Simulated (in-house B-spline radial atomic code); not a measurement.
## RPA and G0W0 on LDA VWN5: the magnesium ion Mg¹⁰⁺

Configuration 1s2, mean-field start LDA VWN5. Computed with an all-electron radial atomic-structure program (B-spline basis): all electrons, non-relativistic, point nucleus, each spin shell either full or empty, empty states to l = 9 with an (l + 1/2)⁻⁴ tail; G0W0 by contour deformation at full frequency.

Relativity, left out, deepens the 1s level by about Z⁴α²/8 hartree.

Command:
```bash
python run_gw.py task.json out
```
Settings (radii: box in bohr, nucleus in fm):
```
Z                        12
electrons                2
configuration            1s2
hamiltonian              nr
method                   lda,vwn
lmax                     9
spin_polarised           False
box_radius               6.62
intervals                44
ion_configuration        1s1
```

Cost of the run: 0.4 s on 1 thread of AMD EPYC 9R45 96-Core Processor, on a shared host.

Energies (hartree):

```tsv
term	value
mean-field total	-135.79540
Hartree-Fock functional on these orbitals	-136.60833
direct second order	-0.093716
second-order exchange	0.046859
SOSEX correction	0.045846
```

Q: What is the RPA correlation energy, and what remains with SOSEX?

A: RPA gives -0.091691 hartree (-1.25 eV per electron); RPA + SOSEX gives -0.045844, and the second-order doubles -0.046857 hartree (no singles). SOSEX takes back 50 % of the RPA value, the self-correlation of each of the two electrons.

Quasi-particle levels (eV):

```
level  occupied  mean field  Σx - vxc     Σc  QP weight     G0W0
   1s       yes    -1678.92    -81.17      ?          ?        ?
   2s        no     -375.95      9.52  -0.24      1.000  -366.67
```

G0W0 = mean field + (Σx - vxc) + Σc, with Σc (partial-wave tail included) taken at the quasi-particle energy.

Q: Where does G0W0 put 1s?

A: At -1759.45 eV, with Σc = 0.64 eV and a quasi-particle weight of 0.998. The tabulated removal energy is 1761.805 ± 0.001 eV (NIST, tabulated theory); the calculation leaves out relativity, Breit and QED terms, and what these don't explain is the method's own error.

Q: What does it cost to remove one electron (to 1s1) by differences of total energies, each species on its own start (correlation terms add to the Hartree-Fock functional)?

A: LDA VWN5 1749.02 eV, Hartree-Fock functional 1758.12 eV, + RPA 1759.99 eV, + RPA + SOSEX 1759.37 eV, + second order 1759.40 eV. Tabulated: 1761.805 ± 0.001 eV (NIST, tabulated theory); the calculation leaves out relativity, Breit and QED terms, and what these don't explain is the method's own error.
